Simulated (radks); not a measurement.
The numbers below are computed, except where a source is named.
Ionisation of neutral silver, [Kr] 4d10 5s1, to Ag+, [Kr] 4d10, under several functionals. Dirac Kohn-Sham, spin-unpolarised, spherical densities, finite nucleus; a radial shooting solver on a logarithmic mesh with Libxc functionals.

| functional | E(Ag) (hartree) | Exc (hartree) | IE (eV) | -e(HOMO) (eV) | <r> HOMO (bohr) | IE error (eV) |
|---|---|---|---|---|---|---|
| HCTH/407 | -5320.56882 | -153.09369 | 7.749 | 4.390 | 3.257 | +0.172 |
| BLYP | -5317.71480 | -150.01565 | 7.873 | 4.454 | 3.163 | +0.296 |
| exchange-only LDA | -5307.77048 | -139.92758 | 7.106 | 3.772 | 3.202 | -0.470 |
| RPBE | -5317.44316 | -149.76135 | 7.633 | 4.282 | 3.207 | +0.056 |
| PW91 | -5317.96176 | -150.28293 | 7.827 | 4.463 | 3.160 | +0.251 |
| PBEsol | -5314.59831 | -146.86842 | 7.748 | 4.422 | 3.134 | +0.172 |
| PBE | -5317.13068 | -149.43900 | 7.759 | 4.406 | 3.166 | +0.183 |
| B86b exchange with PBE correlation | -5317.78361 | -150.10089 | 7.778 | 4.430 | 3.156 | +0.202 |
| revPBE | -5317.35502 | -149.67112 | 7.620 | 4.288 | 3.184 | +0.044 |
| OLYP | -5319.26675 | -151.70817 | 7.436 | 4.042 | 3.260 | -0.141 |
| LDA (Slater exchange, Perdew-Wang correlation) | -5312.22850 | -144.46257 | 8.097 | 4.714 | 3.109 | +0.521 |

NIST Atomic Spectra Database: 7.576 eV (measured). Closest: revPBE. The Delta-SCF values span 0.99 eV, the total energies 12.80 hartree. The highest occupied level is 5s1/2. Spin polarisation and multiplet splitting are left out, so open shells lie too high by an amount that depends on their filling.

Beside tabulated values, note that spin-unpolarised runs miss the spin-polarisation part of the exchange energy of open shells.
